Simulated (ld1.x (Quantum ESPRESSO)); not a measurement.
## Br: RRKJ pseudisation with PBEsol, scalar-relativistic reference atom.

- Element: Br (Z = 35)
- Generator: ld1.x (Quantum ESPRESSO) 7.5
- Type: norm-conserving RRKJ (Kleinman–Bylander form)
- Functional: PBEsol
- Relativity: scalar-relativistic
- Frozen core: [Ar]
- Valence charge: 17
- Reference configuration: 3d10 4s2 4p4.75 (charge +0.25)
- Partial waves: 4p (bound): rc 1.60 bohr; 3d (bound): rc 0.95 bohr; 4s (bound): rc 1.30 bohr
- Local potential: the s channel
- Core correction: Bessel-smoothed model core inside 0.80 bohr

All-electron outer shells of the reference configuration (PBEsol, scalar-relativistic, ld1.x):

```json
{"shell": "3s", "level (eV)": "-240.26", "outermost node (bohr)": "0.23", "outermost maximum (bohr)": "0.48"}
{"shell": "3p", "level (eV)": "-175.88", "outermost node (bohr)": "0.21", "outermost maximum (bohr)": "0.48"}
{"shell": "3d", "level (eV)": "-69.33", "outermost node (bohr)": "–", "outermost maximum (bohr)": "0.43"}
{"shell": "4s", "level (eV)": "-22.57", "outermost node (bohr)": "0.67", "outermost maximum (bohr)": "1.41"}
{"shell": "4p", "level (eV)": "-10.13", "outermost node (bohr)": "0.70", "outermost maximum (bohr)": "1.66"}
```

Results:

```json
{"Cutoffs needed": "260 Ry and over 300 Ry (the cutoffs (Ry, on a coarse ladder) from which the occupation-weighted sum of valence levels, in a spherical-Bessel basis at the reference potential, stays within 10 and 1 mRy of its value at 400 Ry)", "Ghost test": "no extra level below or beside the all-electron valence levels (p, d, s, f tested) (spherical-Bessel basis up to 400 Ry, 20 bohr box)", "Largest excitation error": "-1204 meV (all-electron minus pseudo) for 3d9 4s2 4p6, out of 7 test configurations"}
```

Generation and tests took about 2.1 s on one core of a shared server CPU.
